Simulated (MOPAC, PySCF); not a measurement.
[W(NH2)6], neutral singlet in the gas phase. 

Cartesian coordinates (Å):
```xyz
19

W     -0.0333    -0.0731    -0.0848
N     -0.7081     1.8128    -0.2610
H     -1.5435     2.0890    -0.7743
H     -0.2648     2.6322     0.1513
N      1.5068     0.5832     1.0289
H      1.4966     0.6763     2.0433
H      2.4116     0.8726     0.6609
N     -1.5735    -0.7291    -1.1985
H     -2.4780    -1.0191    -0.8304
H     -1.5638    -0.8209    -2.2130
N      1.0697     0.1651    -1.7490
H      1.1103     1.0169    -2.3062
H      1.6708    -0.5486    -2.1579
N      0.6415    -1.9590     0.0916
H      0.1977    -2.7785    -0.3198
H      1.4774    -2.2350     0.6041
N     -1.1365    -0.3114     1.5793
H     -1.7371     0.4024     1.9886
H     -1.1783    -1.1638     2.1356
```
Charge 0, multiplicity 1.

All levels are single points at this geometry (r2SCAN-D4/def2-SVP); Pople sets use spherical d functions. Orbital energies aren't observables, and empty levels follow the basis.

B3LYP-D3(BJ)/def2-TZVP in PySCF gives dipole (D) = 0.00.

Question: Estimate the dipole (D) from each of these levels: PBE-D3(BJ)/def2-TZVP in PySCF; TPSSh-D3(BJ)/def2-TZVP in PySCF; B3LYP/6-31G* (LANL2DZ on W) in PySCF; PBE/6-31G* (LANL2DZ on W) in PySCF; PM6 in MOPAC.

Answer: 
```json
[
 {"level": "PBE-D3(BJ)/def2-TZVP in PySCF", "dipole (D)": "0.00"},
 {"level": "TPSSh-D3(BJ)/def2-TZVP in PySCF", "dipole (D)": "0.00"},
 {"level": "B3LYP/6-31G* (LANL2DZ on W) in PySCF", "dipole (D)": "0.00"},
 {"level": "PBE/6-31G* (LANL2DZ on W) in PySCF", "dipole (D)": "0.00"},
 {"level": "PM6 in MOPAC", "dipole (D)": "0.00"}
]
```
